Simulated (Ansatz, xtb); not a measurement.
## Ranking isomers of C5H9BFN

4 gas-phase structures of C5H9BFN, from a drawn sample of its isomers (lower ones may exist). Each was relaxed with GFN2-xTB; where two conformers were screened, the lower at r2SCAN-D4/def2-SVP is listed:

A. `F[BH2-][N+]#CCC1CC1`, a singlet
B. a singlet given by its coordinates
C. `CN1BC=C[C@H](F)C1`, a singlet
D. `C=C(C)CC#[N+][BH2-]F`, a singlet

B (Å):

```xyz
17

C     1.4113   -1.9929   -1.4537
C     1.0768   -1.3865   -0.3196
C     0.2664   -0.1781   -0.2075
C    -1.6130    0.3560    2.8688
C     0.6886    1.8911    2.7798
B    -0.2909    0.8262    2.1067
F     1.4975   -1.8972    0.8565
N    -0.0353    0.3612    0.8769
H     2.0120   -2.8846   -1.4544
H     1.0872   -1.6034   -2.3999
H    -0.0704    0.2381   -1.1588
H    -2.3860    1.1149    2.7677
H    -1.4264    0.2270    3.9311
H    -2.0153   -0.5750    2.4798
H     1.4263    2.2874    2.0878
H     0.1298    2.7256    3.1957
H     1.2257    1.4237    3.6021
```

Close contacts (Å): C1–C2 1.33, C2–C3 1.46, C2–F7 1.35, C3–N8 1.25, C4–B6 1.60, C5–B6 1.60, B6–N8 1.34, C1–H9 1.08, C1–H10 1.07, C3–H11 1.09, C4–H12 1.09, C4–H13 1.09, C4–H14 1.09, C5–H15 1.09, C5–H16 1.09, C5–H17 1.09.

**Question.** Make a reasoned guess at their ranking by r2SCAN-D4/def2-SVP single-point energy.

**Answer.** Calculated order at r2SCAN-D4/def2-SVP: C (0.0), B (3.2), D (12.0), A (16.1) kcal/mol.

Energies above the lowest of each column, in kcal/mol; the last columns are at PBE0-D3(BJ)/def2-SVP geometries (a dash: not run or not comparable):

```tsv
structure	GFN2-xTB	HF/STO-3G	r2SCAN-D4/def2-SVP	PBE0-D3(BJ)/def2-SVP	CCSD(T)/def2-SVP + ΔMP2/def2-TZVPP
C	0.0	0.0	0.0	0.0	0.0
B	25.7	32.8	3.2	6.9	7.7
D	10.3	48.7	12.0	12.7	3.3
A	9.4	45.1	16.1	15.4	–
```

Every level run on C puts it lowest or level with the lowest. CCSD(T)/def2-SVP + ΔMP2/def2-TZVPP orders those it was run on as C (0.0), D (3.3), B (7.7) kcal/mol. Flexible structures stand in one conformer each, not always the lowest. B keeps a small imaginary mode. Frequencies (GFN2-xTB) were run for B, C, D alone. ΔMP2 is the change of the MP2 energy from the smaller to the larger basis.

Over these structures GFN2-xTB departs from r2SCAN-D4/def2-SVP by 9.5 kcal/mol on average once a common shift is removed. A GFN2-xTB relaxation took about 0.2 s and the r2SCAN-D4/def2-SVP energy about 0.84 s on a shared host (Ansatz 0.2.0, xtb 6.7.1).
